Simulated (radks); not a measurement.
Spherical quantum dot in the effective-mass picture: electrons in a well V = -V0 / (1 + exp((r - R)/a)) with V0 = 7.43, R = 2.99, a = 0.36, with a point charge +1 (a donor) at the centre, all in effective atomic units (hartree* = m*/eps^2 hartree, bohr* = eps/m* bohr), one dielectric constant everywhere. Calculated with a radial shooting solver with Libxc functionals: non-relativistic Kohn-Sham, PBE, spin-polarised, spherical densities. Levels are named by radial order and angular momentum (1s, 1p, 1d, 2s, ...), and open shells are averaged over m.

N = 7, configuration 1s2 1p(up 3, down 2). This is the lowest configuration that the search found. Occupied and some empty levels:

level    occupation  eigenvalue (hartree*)  <r> (bohr*)
1s up             1                -4.1790        1.395
1s down           1                -4.1509        1.384
1p up             3                -3.5308        1.814
1p down           2                -3.4942        1.814
1d up             0                -2.8358        2.023
1d down           0                -2.7990        2.025
2s up             0                -2.7900        1.581
2s down           0                -2.7715        1.586
1f up             0                -2.0328        2.186
1f down           0                -1.9979        2.190

Energy (hartree*): total -37.9800, kinetic 5.6356, external -53.650, Hartree 12.934, exchange-correlation -2.8998.

Electron density:

r (bohr*)  n(r) (e/bohr*^3)
0.161                0.3476
0.341                0.2657
0.520                0.2208
0.700                0.1978
0.879                0.1866
1.06                 0.1801
1.24                 0.1731
1.42                 0.1621
1.60                 0.1451
1.78                 0.1222
1.96                0.09502
2.13                0.06733
2.31                0.04274
2.49                0.02424
2.67                0.01219
2.85               0.005479
3.03               0.002194
3.21              0.0008032
3.39              0.0002714
3.57             0.00008739
